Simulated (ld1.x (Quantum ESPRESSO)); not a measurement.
Scattering properties, TM potential for rubidium (Rb)

```
Element                 : Rb (Z = 37)
Generator               : ld1.x (Quantum ESPRESSO) 7.5
Type                    : norm-conserving Troullier–Martins (Kleinman–Bylander form)
Functional              : PBE
Relativity              : scalar-relativistic
Frozen core             : [Ar] 3d10 4s2
Valence charge          : 7
Reference configuration : 4p6 5s1 5p0
Partial waves           : 5s (bound): rc 3.75 bohr; 4p (bound): rc 2.60 bohr; 4d channel at 0.05 Ry: rc 3.30 bohr
Local potential         : the d channel
Core correction         : Bessel-smoothed model core, default radius (core density twice the valence density)
```

The phase is arctan(r·u′/u) with u = r·R(r), unwrapped; energies in Ry, scanned from -3 to 5 Ry. A pole is an energy at which the radial function vanishes at the test radius. The pseudo phase is shifted by a multiple of π to meet the all-electron one at the reference energy, and phase errors are pseudo minus all-electron; the curves can meet again beyond the range given. Levels narrower than the energy grid can be missing from the lists of poles.

| channel | radius (bohr) | reference energy (Ry) | poles, all-electron | poles, pseudo | unbroken range about the reference energy with phases within 0.05 rad | phase error 1 Ry above the reference energy (rad) |
| --- | --- | --- | --- | --- | --- | --- |
| s | 4.04 | -0.16 | -2.34, 0.87, 4.60 | -1.21, 0.82, 3.31 | -1.2 to 1.4 | -0.014 |
| p | 4.04 | -1.17 | -1.14, 1.51 | -1.14, 1.44, 4.72 | below 2.2 | +0.001 |
| d | 4.04 | 0.05 | 0.46, 2.83 | 0.47, 3.00 | below 1.1 | +0.035 |

Note: ghost state, extra bound levels that the all-electron valence spectrum of the same l lacks: s at -16.5 eV. A true bound ghost makes a file unfit for plane-wave use.

Phases in the s channel:

```json
{"E (Ry)": "-3.00", "all-electron": "1.416", "pseudo": "1.417"}
{"E (Ry)": "-2.76", "all-electron": "1.407", "pseudo": "1.410"}
{"E (Ry)": "-2.52", "all-electron": "1.392", "pseudo": "1.401"}
{"E (Ry)": "-2.28", "all-electron": "-1.724", "pseudo": "1.390"}
{"E (Ry)": "-2.04", "all-electron": "-1.756", "pseudo": "1.377"}
{"E (Ry)": "-1.80", "all-electron": "-1.774", "pseudo": "1.361"}
{"E (Ry)": "-1.56", "all-electron": "-1.795", "pseudo": "1.339"}
{"E (Ry)": "-1.32", "all-electron": "-1.822", "pseudo": "1.300"}
{"E (Ry)": "-1.08", "all-electron": "-1.859", "pseudo": "-1.848"}
{"E (Ry)": "-0.84", "all-electron": "-1.919", "pseudo": "-1.916"}
{"E (Ry)": "-0.60", "all-electron": "-2.025", "pseudo": "-2.025"}
{"E (Ry)": "-0.36", "all-electron": "-2.277", "pseudo": "-2.277"}
{"E (Ry)": "-0.12", "all-electron": "-3.114", "pseudo": "-3.114"}
{"E (Ry)": "0.12", "all-electron": "-4.164", "pseudo": "-4.167"}
{"E (Ry)": "0.36", "all-electron": "-4.495", "pseudo": "-4.501"}
{"E (Ry)": "0.60", "all-electron": "-4.628", "pseudo": "-4.637"}
{"E (Ry)": "0.84", "all-electron": "-4.705", "pseudo": "-4.718"}
{"E (Ry)": "1.08", "all-electron": "-4.760", "pseudo": "-4.783"}
{"E (Ry)": "1.32", "all-electron": "-4.810", "pseudo": "-4.851"}
{"E (Ry)": "1.56", "all-electron": "-4.864", "pseudo": "-4.951"}
{"E (Ry)": "1.80", "all-electron": "-4.936", "pseudo": "-5.178"}
{"E (Ry)": "2.04", "all-electron": "-5.057", "pseudo": "-6.240"}
{"E (Ry)": "2.28", "all-electron": "-5.338", "pseudo": "-7.412"}
{"E (Ry)": "2.52", "all-electron": "-6.263", "pseudo": "-7.655"}
{"E (Ry)": "2.76", "all-electron": "-7.241", "pseudo": "-7.750"}
{"E (Ry)": "3.00", "all-electron": "-7.537", "pseudo": "-7.805"}
{"E (Ry)": "3.24", "all-electron": "-7.658", "pseudo": "-7.844"}
{"E (Ry)": "3.48", "all-electron": "-7.723", "pseudo": "-7.878"}
{"E (Ry)": "3.72", "all-electron": "-7.766", "pseudo": "-7.910"}
{"E (Ry)": "3.96", "all-electron": "-7.797", "pseudo": "-7.946"}
{"E (Ry)": "4.20", "all-electron": "-7.821", "pseudo": "-7.992"}
{"E (Ry)": "4.44", "all-electron": "-7.842", "pseudo": "-8.064"}
{"E (Ry)": "4.68", "all-electron": "-7.860", "pseudo": "-8.211"}
{"E (Ry)": "4.92", "all-electron": "-7.878", "pseudo": "-8.699"}
```
